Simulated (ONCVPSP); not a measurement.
**Mn, ONCV: configuration errors across variants**

- Element: Mn
- Generator: ONCVPSP 4.0.1
- Type: optimised norm-conserving Vanderbilt (ONCV)
- Functional: PBE
- Relativity: scalar-relativistic
- Frozen core: [Ne]
- Valence charge: 15
- Reference configuration: 3s2 3p6 3d5.5 4s1.5
- Partial waves: 3s+4s: rc 1.25 bohr, ncon 4, nbas 9, qcut 12.4 1/bohr, 2 projectors; 3p: rc 1.35 bohr, ncon 4, nbas 8, qcut 9.4 1/bohr, 2 projectors, debl 1.1 Ha; 3d: rc 1.90 bohr, ncon 5, nbas 10, qcut 9.9 1/bohr, 1 projector
- Local potential: polynomial inside 1.25 bohr (lpopt 5, dvloc0 1 Ha)
- Core correction: polynomial model core, fcfact 0.65

In the p channel the program set the typed energies aside and used -1.923, 0.250 Ha.

All-electron excitation energies from the reference (eV): (1) 3s2 3p6 3d5 4s2 0.482; (2) 3s2 3p6 3d5 4s1 8.898; (3) 3s2 3p6 3d5 4s0 24.497; (4) 3s1 3p6 3d5 4s2 93.988.

Errors AE − PS in meV (a dash: test not solved or not reliable):

| change | (1) | (2) | (3) | (4) | bound ghosts | GHOST(+) flags above zero |
| --- | --- | --- | --- | --- | --- | --- |
| base | +6.0 | -1.2 | -8.5 | -297 | none | none |
| p: rc 0.92; local potential polynomial inside 0.92 bohr (lpopt 5, dvloc0 1 Ha) | +6.4 | -0.7 | -7.8 | -291 | none | none |
| p: rc 1.16; local potential polynomial inside 1.16 bohr (lpopt 5, dvloc0 1 Ha) | +6.2 | -1.0 | -8.2 | -291 | none | none |
| p: rc 1.32 | +6.0 | -1.2 | -8.5 | -297 | none | none |
| p: rc 1.46 | +6.0 | -1.2 | -8.5 | -299 | none | none |
| p: rc 1.82 | +5.7 | -1.3 | -8.9 | -307 | none | none |
| p: rc 1.94 | +5.6 | -1.5 | -9.4 | -310 | none | none |

Q: Give the same row for: p: rc 1.62.

A: +5.9, -1.2, -8.6, -302; bound ghosts: none; GHOST(+) flags above zero: none.
